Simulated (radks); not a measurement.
Question: Radial electron density D(r) = 4 pi r^2 rho(r) of an atom or ion with 23 electrons. All-electron calculation, scalar-relativistic Kohn-Sham, BLYP, spin-polarised, spherical densities, point nucleus. Program: a radial shooting solver on a logarithmic mesh with Libxc functionals.

```
   r/bohr * D(r) (the largest magnitude, 29.6, reaches the edge; | marks zero)
 0.002189 |*
 0.002896 | *
 0.003863 |  *
 0.005111 |   *
 0.006817 |      *
 0.009019 |          *
  0.01203 |                *
  0.01592 |                       *
  0.02106 |                                *
  0.02809 |                                          *
  0.03716 |                                                *
  0.04957 |                                                  *
  0.06559 |                                             *
  0.08748 |                                       *
   0.1157 |                                      *
   0.1531 |                                              *
   0.2043 |                                                      *
   0.2703 |                                                 *
   0.3605 |                              *
   0.4769 |                 *
   0.6361 |                  *
   0.8417 |                     *
    1.114 |               *
    1.485 |       *
    1.965 |   *
    2.621 | *
    3.468 |*
    4.626 |*
     6.12 *
    8.098 *
     10.8 *
```

What is the nuclear charge?

Answer: Z = 23. The innermost maximum, from 1s, lies near gamma/Z bohr with gamma = sqrt(1 - (Z/c)^2) = 0.986, here 0.0429 bohr (found: 0.0458), and its height grows with Z. The density is that of neutral vanadium in [Ar] 3d3 4s2; the configuration itself is not fixed sharply by these data, and Z only to about a unit. D(r) has 3 maxima, at r = 0.0458, 0.214, 0.815 bohr, and minima at 0.103, 0.529 bohr, inside which lie 2.14, 10.48 electrons.
